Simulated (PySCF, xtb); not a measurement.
germyloxygermane (Ge₂H₆O), SMILES [GeH3][O][GeH3].

GFN2-xTB (xtb 6.7.1) at its own geometry gives an orbital gap of 6.94 eV and a dipole moment of 0.77 D.

Geometry optimised at r2SCAN-D4/def2-SVP.

### Question
What does CAM-B3LYP/def2-TZVP (PySCF) give? (An estimate is asked for; the answer gives what the named calculation found.)

### Answer
gap 10.33 eV (levels -9.58 and 0.75 eV), dipole 0.94 D.
